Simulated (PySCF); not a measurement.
ethynylcyclobutane (C6H8), SMILES C#CC1CCC1.

Geometry: B3LYP-D3(BJ)/def2-SVP.

Level of theory: TDDFT-PBE0/def2-SVPD in PySCF.

Vertical excitations. Isolated molecule, no solvent. State labels are in the subgroup Cs.

Question: List the lowest excited states. (An estimate is asked for; the answer gives what the named calculation found.)

Answer: 
| state | symmetry | energy (eV) | λ (nm) | f | main pairs |
|---|---|---|---|---|---|
| S1 | A" | 6.39 | 194 | 0.000 | HOMO−1→LUMO+1 70 % |
| S2 | A' | 6.65 | 186 | 0.005 | HOMO→LUMO+1 47 %, HOMO−1→LUMO 25 %, HOMO−1→LUMO+4 9 %, HOMO−1→LUMO+2 8 % |
| S3 | A" | 6.68 | 186 | 0.005 | HOMO→LUMO 42 %, HOMO−1→LUMO+1 19 %, HOMO→LUMO+4 14 %, HOMO→LUMO+2 13 % |
| S4 | A' | 7.31 | 170 | 0.037 | HOMO−1→LUMO 53 %, HOMO−1→LUMO+2 40 % |
| S5 | A" | 7.35 | 169 | 0.055 | HOMO→LUMO+2 60 %, HOMO→LUMO 36 % |
| S6 | A' | 7.80 | 159 | 0.051 | HOMO−1→LUMO+2 40 %, HOMO−1→LUMO+4 26 %, HOMO−1→LUMO 16 %, HOMO−1→LUMO+3 8 % |
| S7 | A" | 7.85 | 158 | 0.000 | HOMO→LUMO+3 49 %, HOMO→LUMO+2 18 %, HOMO→LUMO+4 16 %, HOMO→LUMO 12 % |
| S8 | A' | 7.90 | 157 | 0.023 | HOMO−1→LUMO+3 77 %, HOMO−1→LUMO+4 20 % |
| S9 | A" | 7.91 | 157 | 0.005 | HOMO→LUMO+4 57 %, HOMO→LUMO+3 37 % |
| S10 | A' | 8.23 | 151 | 0.133 | HOMO→LUMO+5 53 %, HOMO→LUMO+1 23 %, HOMO−1→LUMO+4 13 % |
| T1 | A' | 5.17 | 240 | 0 | HOMO→LUMO+1 48 %, HOMO−1→LUMO+4 11 %, HOMO−1→LUMO 10 %, HOMO→LUMO+5 9 % |
| T2 | A" | 5.69 | 218 | 0 | HOMO−1→LUMO+1 50 %, HOMO→LUMO 12 %, HOMO→LUMO+4 10 %, HOMO→LUMO+2 9 % |
| T3 | A' | 5.71 | 217 | 0 | HOMO→LUMO+1 31 %, HOMO−1→LUMO 20 %, HOMO−1→LUMO+4 16 %, HOMO−1→LUMO+2 14 % |
| T4 | A" | 6.44 | 193 | 0 | HOMO−1→LUMO+1 34 %, HOMO→LUMO 28 %, HOMO→LUMO+4 13 %, HOMO→LUMO+2 12 % |
Triplets are in the Tamm–Dancoff approximation, which puts them higher than full response would, so one can lie above its singlet here.
